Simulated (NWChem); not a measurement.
Species: InPH$_{4}$; SMILES [InH2][PH2]

```xyz
6

In     0.0112     0.6071     0.0000
H      0.0488     1.4416     1.5184
H      0.0488     1.4416    -1.5184
P      0.0751    -1.9043     0.0000
H     -0.8858    -2.0321     1.0497
H     -0.8858    -2.0321    -1.0497
```
Atoms are numbered in this order, from 1.

Results from NWChem. The geometry was optimised at PBE0/def2-SVP. def2 effective core potentials on In; no spin-orbit coupling.

### Question
What does the run give for B3LYP/def2-TZVP? Quantities: highest occupied level (eV); orbital gap (eV); dipole (D).

### Answer
- highest occupied level (eV) = -6.82
- orbital gap (eV) = 4.72
- dipole (D) = 0.69
